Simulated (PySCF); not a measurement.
**Simulated absorption spectrum**

C₅H₂F₃NS.
SMILES: `N#C[C@@]1(F)SC(F)=C[C@H]1F`

Theory: TDDFT CAM-B3LYP/def2-SVPD, vertical, gas phase, core orbitals frozen in the response in PySCF 2.14.0, density-fitted response routines. Isolated species at its GFN2-xTB geometry (one conformer only).

Computed states:

```json
{"state": "S1", "E (eV)": "4.72", "f": "0.0020"}
{"state": "S2", "E (eV)": "5.55", "f": "0.076"}
{"state": "S3", "E (eV)": "6.43", "f": "0.029"}
{"state": "S4", "E (eV)": "6.82", "f": "0.068"}
{"state": "S5", "E (eV)": "7.19", "f": "0.014"}
{"state": "S6", "E (eV)": "7.23", "f": "0.0041"}
{"state": "S7", "E (eV)": "7.27", "f": "0.0030"}
{"state": "S8", "E (eV)": "7.60", "f": "0.0027"}
```

Broadening: Gaussians 0.5 eV wide at half height, area fixed by f = 4.319×10⁻⁹ ∫ε dν̃. The width is an assumption, not a result. The curve ends short of the highest state used, and states not computed would add to its high-energy end.

(1) Give the broadened spectrum and its maxima.

(2) Coming from long wavelengths, where does ε first pass 100 L mol⁻¹ cm⁻¹?

(3) On this curve, what absorbance would a 10⁻³ mol/L sample give at 254 nm over a 1 cm path?

## Answers

(1) 
| λ (nm) | ε (L mol⁻¹ cm⁻¹) |
| --- | --- |
| 177.0 | 3272 |
| 179.5 | 3911 |
| 181.9 | 4172 |
| 184.4 | 3998 |
| 186.8 | 3545 |
| 189.3 | 2988 |
| 191.8 | 2461 |
| 194.2 | 1986 |
| 196.7 | 1507 |
| 199.1 | 1087 |
| 201.6 | 749 |
| 204.1 | 575 |
| 206.5 | 611 |
| 209.0 | 886 |
| 211.5 | 1399 |
| 213.9 | 2065 |
| 216.4 | 2827 |
| 218.8 | 3482 |
| 221.3 | 3941 |
| 223.8 | 4075 |
| 226.2 | 3885 |
| 228.7 | 3421 |
| 231.1 | 2823 |
| 233.6 | 2160 |
| 236.1 | 1550 |
| 238.5 | 1068 |
| 241.0 | 691 |
| 243.4 | 441 |
| 245.9 | 275 |
| 248.4 | 181 |
| 250.8 | 134 |
| 253.3 | 114 |
| 255.7 | 109 |
| 258.2 | 110 |
| 260.7 | 111 |
| 263.1 | 111 |
| 265.6 | 107 |
| 268.1 | 99 |
| 270.5 | 89 |
| 273.0 | 77 |
| 275.4 | 65 |
| 277.9 | 52 |
| 280.4 | 41 |
| 282.8 | 31 |
| 285.3 | 23 |
| 287.7 | 17 |
| 290.2 | 12 |
| 292.7 | 8 |
| 295.1 | 6 |
| 297.6 | 4 |
| 300.0 | 2 |
| 302.5 | 2 |
| 305.0 | 1 |
| 307.4 | 1 |
| 309.9 | 0 |
| 312.3 | 0 |

Maxima: 261 nm (4.74 eV), ε about 110, made up of S1 (97%) (hardly more than a shoulder); 224 nm (5.55 eV), ε about 4100, made up of S2 (100%); 182 nm (6.81 eV), ε about 4200, made up of S4 (87%) (ε in L mol⁻¹ cm⁻¹; maxima over ε = 5, shares over 10%).

(2) At about 268 nm (4.63 eV), 0.09 eV below S1.

(3) 254 nm is 4.881 eV, where ε is about 110 L mol⁻¹ cm⁻¹, so A = ε c l ≈ 0.11 (Beer–Lambert, with the gas-phase spectrum and the assumed width).
